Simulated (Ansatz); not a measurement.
A nudged elastic band was laid between two geometries of Cl3GeH + H2S (8 atoms, charge 0, multiplicity 1).

Theory: Ansatz, RKS r2SCAN-D4/def2-SVP.

```yaml
movable_images: 7
climbing_image: yes
spring: 5.0 eV/Å²
optimiser: quadratic models (default)
start_path: through a guess of the saddle point
force_threshold: 0.05 eV/Å
iteration_limit: 60
end_points: relaxed
```

First end point:

```xyz
8
Properties=species:S:1:pos:R:3
Ge 0.380 0.037 -0.120
H 0.442 0.473 1.333
Cl 2.318 0.177 -1.029
Cl -0.948 1.268 -1.277
Cl -0.264 -2.004 -0.321
S -2.748 -0.049 1.867
H -3.088 0.505 0.682
H -2.661 -1.280 1.315
```

Last end point:

```xyz
8
Properties=species:S:1:pos:R:3
Ge -0.650 -0.595 -0.510
H 0.203 1.460 2.402
Cl 1.286 -0.772 0.381
Cl -0.921 1.416 -1.203
Cl -0.745 -1.857 -2.243
S -2.123 -1.182 1.009
H -3.142 -1.125 0.118
H -0.476 1.783 2.496
```

Task: What changes between the two ends?

Result: Bonds broken: Ge1–H2, S6–H8. Bonds formed: Ge1–S6, H2–H8. Cl3GeH + H2S becomes Cl3GeHS + H2.

Task: Give the energies along the band, and the barrier.

Result: The forces met the threshold. The highest image is number 4 of 0 to 8, 48.4 kcal/mol above the first end and 50.5 kcal/mol above the last; the last end lies 2.2 kcal/mol below the first. Neighbouring images differ by up to 2.1 eV, so the band resolves the path poorly. A vibrational analysis at the climbing image gives one clearly imaginary mode, 1234i cm⁻¹: a first-order saddle point. The orbitals stay closed-shell, which can raise the energy where a bond breaks towards radicals; this wasn't checked here.

```tsv
image	path coordinate (Å)	energy (kcal/mol)	Ge1–H2 (Å)	S6–H8 (Å)	Ge1–S6 (Å)
0	0.00	0.0	1.52	1.35	3.71
1	1.41	0.4	1.52	1.35	3.65
2	2.82	1.2	1.52	1.35	3.70
3	4.23	4.7	1.52	1.35	3.43
4	5.64	48.4	1.79	1.71	2.50
5	7.78	-0.2	3.54	2.81	2.20
6	9.92	-1.9	4.83	4.65	2.20
7	12.06	-2.2	4.04	3.90	2.20
8	14.20	-2.2	3.66	3.70	2.20
```

Task: What is the geometry of the highest image?

Result: 
```xyz
8
Properties=species:S:1:pos:R:3
Ge -0.377 -0.056 -0.191
H -0.146 0.376 1.531
Cl 1.767 -0.494 -0.095
Cl -0.567 1.874 -1.100
Cl -0.931 -1.688 -1.520
S -2.632 0.015 0.878
H -2.547 -1.260 1.329
H -1.135 0.360 1.618
```

The run took 9.8 min on 4 threads of Intel(R) Xeon(R) Platinum 8259CL CPU @ 2.50GHz (Skylake/Cascade Lake), with other jobs on the host, peak memory 0.26 GiB.
